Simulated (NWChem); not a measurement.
# CH$_{6}$F$_{2}$Si$_{2}$; SMILES [SiH3]C(F)([SiH3])F

Problem. Give the equilibrium geometry at PBE-D3(BJ)/def2-SVP (NWChem) as an XYZ file, with the point group.

Solution. point group C2v; any orientation.
```
11

F      0.0000    -1.1236    -1.1911
C      0.0000     0.0000    -0.3641
F      0.0000     1.1236    -1.1911
Si     1.6650     0.0000     0.6228
Si    -1.6650     0.0000     0.6228
H      1.7184     1.2292     1.4833
H      1.7184    -1.2292     1.4833
H      2.7902     0.0000    -0.3688
H     -2.7902     0.0000    -0.3688
H     -1.7184     1.2292     1.4833
H     -1.7184    -1.2292     1.4833
```
